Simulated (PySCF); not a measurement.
# Co²⁺: excitation energy

Co²⁺ [Ar] 3d7 (4F) → Co²⁺ [Ar] 3d6 4s1 (6D), as a difference of total energies. Computed with PySCF 2.14 in x2c-TZVPPall (6s5p4d2f1g, 64 functions), with scalar relativity by spin-free X2C-1e. Correlated levels: valence: [Ar] frozen; valence and next inner shell: [Ne] frozen. The calculations carry no spin-orbit coupling.

```tsv
method	excitation energy (eV)
UHF	4.490
LDA	5.865
PBE	5.881
PBE0	5.761
r2SCAN	5.723
MN15	5.989
CAM-B3LYP	5.897
r2SCAN0	5.628
BLYP	5.946
MP2 (valence)	5.770
SCS-MP2 (valence)	6.089
MP2 (valence and next inner shell)	5.914
SCS-MP2 (valence and next inner shell)	6.060
```

How much does correlation contribute at MP2 (valence and next inner shell)?

5.914 − (4.490) = 1.424 eV, measured against UHF.

A first-order spin-orbit estimate (lowest level to lowest level, LS coupling) adds 0.027 eV.

The basis was made for the ground configuration and has no added diffuse functions, so the excitation energy can come out too high.
